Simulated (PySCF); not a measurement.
# What a mistake does to a calculation on BFH4NSi cation

These are calculations, not measurements. They come from PySCF 2.14.0, an open-source quantum chemistry program, on an isolated molecule that a program drew, which may never have been made. The molecule is BFH4NSi cation (charge +1, singlet), drawn as the SMILES string `B[Si+](N)F`.

Each row is a Hartree-Fock (HF) and frozen-core CCSD(T) single point in the cc-pV(D+d)Z basis, meant for a local HF minimum. Run 1 is clean. Each other run has one planted mistake out of seven kinds, and not every kind appears here: one electron removed, one electron added, multiplicity raised by two, geometry at a saddle point, minimal basis STO-3G, one bond length entered in bohr, all coordinates scaled. The reference is restricted for singlets and unrestricted otherwise, and also for a bond in bohr. Adding or removing an electron swaps singlet and doublet. Electrons count all cores. HOMO and LUMO are orbital energies over both spins, the gradient is its largest component, and the lowest frequency (negative if imaginary) is given only where the gradient is small. Bond lengths are over the 7 bonds as drawn. T1 is the CCSD diagnostic: over 0.02 (restricted) or 0.045 (unrestricted) a single reference is doubtful.

Geometry of the clean run:
```xyz
8
BFH4NSi cation, angstrom
B    -0.6129   -0.9103   -2.6676
Si   -0.0304   -0.0120   -0.9312
N     0.7985    1.3716   -0.7161
F    -0.4151   -0.7216    0.4123
H     0.1347   -1.6908   -3.1584
H    -1.6783   -0.6207   -3.1035
H     1.1257    1.9567   -1.4673
H     1.0411    1.7381    0.1919
```

```
run,electrons,basis functions,<S^2>,HOMO (eV),LUMO (eV),gradient (hartree/bohr),lowest frequency (cm^-1),mean bond (Å),longest bond (Å),T1,HF (hartree),CCSD(T) (hartree),mistake
1,38,85,0.000,-18.40,-4.65,2.7e-05,57,1.3749,2.040,0.0143,-469.64014,-470.19837,no fault
2,38,28,0.000,-16.36,-0.64,2.5e-02,-,1.3749,2.040,0.0207,-463.91565,-464.09923,minimal basis STO-3G
3,38,85,0.000,-18.41,-5.45,1.5e-05,-55,1.3762,2.053,0.0152,-469.63967,-470.19903,?
4,39,85,0.760,-6.46,2.18,7.9e-02,-,1.3749,2.040,0.0140,-469.84215,-470.41991,?
```

**Which mistake was planted in run 3, and what did it cost?**

The gradient is small, so the point is stationary, but the lowest frequency is imaginary (-55 cm^-1). So the mistake is: geometry at a saddle point. Subtracting run 1 and multiplying by 627.51 kcal/mol a hartree, the energy moved by 0.3 kcal/mol in HF and -0.4 kcal/mol in CCSD(T).

**Which mistake was planted in run 4, and what did it cost?**

It counts 39 electrons, one more than the clean run, at the same geometry and basis. So the mistake is: one electron added. Subtracting run 1 and multiplying by 627.51 kcal/mol a hartree, the energy moved by -126.8 kcal/mol in HF and -139.0 kcal/mol in CCSD(T).

Cautions from the logs. Run 2: T1 is over the limit, so its CCSD(T) energy is less reliable.
